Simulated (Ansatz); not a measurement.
The same path of H3NOSSi (7 atoms, charge 0, multiplicity 1) was run twice with different band settings. The coordinate that changes most is the angle Si2–O3–H6.

Computed with RKS PBE/def2-SVP (Ansatz 0.2.0).

Relaxed end points:

```xyz
7
Properties=species:S:1:pos:R:3
N -0.811 1.233 0.519
Si 0.089 -0.049 0.140
O 1.063 -0.750 1.286
S 0.467 -1.270 -1.572
H -1.420 1.683 -0.173
H 1.003 -0.298 2.148
H -0.391 -0.550 -2.349
```

```xyz
7
Properties=species:S:1:pos:R:3
N -0.996 1.412 0.404
Si -0.012 0.141 0.287
O 0.831 -0.305 1.642
S 0.546 -1.238 -1.272
H -1.529 1.709 -0.421
H 1.420 -1.074 1.557
H -0.260 -0.646 -2.197
```

Common settings: movable images 5; climbing image yes; optimiser quadratic models (default); start path IDPP; force threshold 0.05 eV/Å; end points relaxed.

| run | spring | iteration limit |
| --- | --- | --- |
| 1 | 5.0 eV/Å² | 52 |
| 2 | 20.0 eV/Å² | 60 |

(1) What does each run give, and how far can it be trusted?

Answers

(1) Run 1: converged after 7 iterations, highest image 0.434 eV above the first end. A vibrational analysis at the climbing image gives 2 clearly imaginary modes (619i, 506i cm⁻¹): a point of higher order, so a lower path passes nearby.
Run 2: converged after 7 iterations, highest image 0.434 eV above the first end. Another band between the same ends (5 images) ends at a top of the same energy, where a vibrational analysis finds 2 clearly imaginary modes.
